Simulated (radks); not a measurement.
Q: Os65+, 11 electrons, occupied as [He] 2s2 2p5.5 3s1 3p0.5 (fractional occupations, a model configuration). Calculated with a radial shooting solver on a logarithmic mesh with Libxc functionals: non-relativistic Kohn-Sham, Wu-Cohen GGA, spin-unpolarised, spherical densities, point nucleus; relativity is left out, which matters for an element this heavy. Some entries of the table are withheld. Estimate them.

orbital,occ.,eigenvalue (hartree),<1/r> (bohr^-1),<r^2> (bohr^2)
1s,2,(1),75.49,(2)
2s,2,-605.9834,18.06,0.007968
2p,5.5,-592.9693,18.04,0.005854
3s,1,(3),7.733,0.04183
3p,0.5,(4),(5),0.03750

A: 
(1) 1s eigenvalue (hartree): -2687.561
(2) 1s <r^2> (bohr^2): 0.0005297
(3) 3s eigenvalue (hartree): -256.6315
(4) 3p eigenvalue (hartree): -251.9533
(5) 3p <1/r> (bohr^-1): 7.694
